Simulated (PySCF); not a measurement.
Scan of H₃Si (anion, charge -1), singlet: umbrella (inversion) coordinate, bond length relaxed. Scanned: angle between the Si-H bonds and the threefold axis (90 = planar). Other coordinates (Si-H bond length) were minimised at B3LYP/def2-TZVP.

Levels of theory: wB97X-V/aug-cc-pVDZ (PySCF); CCSD(T) on RHF/aug-cc-pVDZ, 5 core orbitals frozen (PySCF).

Energies relative to the lowest point of each profile, in kcal/mol:

```csv
a / °,wB97X-V
90,26.13
93,25.53
96,23.79
99,21.06
102,17.62
108,9.92
111,6.34
117,1.18
120,0.02
123,0.00
126,1.22
132,7.60
```

### Question
What does CCSD(T) give at the same points?

### Answer
90: 24.22; 93: 23.68; 96: 22.09; 99: 19.60; 102: 16.44; 108: 9.29; 111: 5.94; 117: 1.08; 120: 0.00; 123: 0.02; 126: 1.21; 132: 7.31 (kcal/mol).
